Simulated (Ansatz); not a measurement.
`CC[SiH2]C` + `C1[SiH2][AsH]1` → `C[As]1C[SiH2]1` + `CC[SiH3]`  (substitution at a C–Si bond)

Calculated with Ansatz (gas phase, PBE0-D4/def2-TZVP geometries, no zero-point term in ΔE). CCSD(T)/CBS adds triple-zeta CCSD(T) − MP2 to the extrapolated MP2 energy (def2 sets, frozen cores). Functionals use def2-TZVPP. B3LYP here is the variant with VWN-RPA as its local correlation; programs differ in this. For As outer-core shells are correlated without core-valence functions, which leaves a few kJ/mol of doubt a bond. Scalar relativity is left out up to krypton. Each species was taken in one conformer, which may not be the lowest.

**Question.** Is it downhill or uphill in electronic energy at CCSD(T)/CBS, and by how much? (Estimate.)

**Answer.** The calculation gave: Uphill: ΔE = +7.3 kcal/mol.

**Question.** What do these levels give: PBE-D4, r2SCAN-D4, PBE0-D4, B3LYP-D4, ωB97X-V, PBE, HF/def2-TZVPP, SCS-MP2/def2-TZVPP, CCSD/def2-TZVPP, HF/def2-QZVPP, MP2/def2-QZVPP, HF/CBS(def2)? (An estimate is asked.)

**Answer.** Ansatz gave: PBE-D4 7.3, r2SCAN-D4 8.0, PBE0-D4 7.7, B3LYP-D4 7.3, ωB97X-V 7.5, PBE 7.5, HF/def2-TZVPP 7.9, SCS-MP2/def2-TZVPP 6.2, CCSD/def2-TZVPP 7.1, HF/def2-QZVPP 7.9, MP2/def2-QZVPP 6.6, HF/CBS(def2) 7.9 kcal/mol.

Largest T1 diagnostic among the species: 0.012.

In def2-TZVPP, CCSD(T) changes the Hartree–Fock value by −1.2 kcal/mol (the triples alone add −0.3 kcal/mol) and MP2 by −1.6 kcal/mol.
